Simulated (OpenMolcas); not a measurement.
**Mg+: RASPT2 settings compared**

| Item | Value |
| --- | --- |
| Program | OpenMolcas |
| Basis | ANO-RCC-VTZP [5s4p2d1f] |
| Scalar Hamiltonian | DKH2, point nucleus |
| Active space | 1 electron in 9 orbitals (RAS2 3s 3p; RAS3 3d, at most 1 electron) |
| State averaging | 2S+1 = 2 even, 1 root; 2S+1 = 2 odd, 3 roots |
| Spin-orbit coupling | state interaction with AMFI integrals over the reference wave functions, term energies averaged over their components |

Methods on the same reference wave functions:
A. RASSCF
B. SS-RASPT2, IPEA 0.2 Eh, sigma2 regulariser 0.25 Eh (closed shells correlated: 1s 2s 2p)
C. XMS-RASPT2, IPEA 0.35 Eh, real shift 0.05 Eh (closed shells correlated: 2s 2p)

Energies in cm⁻¹ above 3s ²S_1/2, the measured ground level; measured values from NIST Handbook of Basic Atomic Spectroscopic Data.

```json
{"Level": "3s ²S_1/2", "A": "0.0", "B": "0.0", "C": "0.0", "Measured": "0.0"}
{"Level": "3p ²P°_1/2", "A": "34620", "B": "35326", "C": "35301", "Measured": "35669"}
{"Level": "3p ²P°_3/2", "A": "34690", "B": "35396", "C": "35370", "Measured": "35761"}
```

Deviations, from unrounded energies. A percentage is the sum of absolute deviations over the sum of measured energies, with the sign that they share, or ± where signs differ.

```csv
Against measurement,Levels,A,B,C
mean absolute deviation (cm-1),2,1100,350,380
other configurations (%),2,-3.0,-1.0,-1.1
```

B lies closest to measurement on these levels and A furthest from it. The largest miss of B in the table is 3p ²P°_3/2, by -370 cm-1. The ranking rests on the paired levels alone, and a cruder setting can come out closer through cancelling errors.

Between B and C the level of the table that moves most is 3p ²P°_1/2, by 25 cm-1 (lowest in C, highest in B).

The lowest spin-free term lies below A's lowest term by 0.242 hartree in B, 0.237 hartree in C.

With one active electron outside closed inactive shells, the extra shells (3d) add no correlation to the reference. ANO sets are built for ground and valence states and can reach diffuse excited orbitals poorly. With one active electron the reference holds no correlation, so core polarisation is missing (holds for A). With one active electron, CASPT2 adds the correlation within the correlated inactive shells and between them and that electron, and leaves the splitting within a term as the reference gives it (holds for B; C). Computed and measured levels are paired by configuration, term and J; levels that our copy of the source lacks, or whose pairing is in doubt (as where it misses far off the trend of its configuration), stay unpaired and out of the deviations. Only configurations of the active space appear.

° marks odd parity.
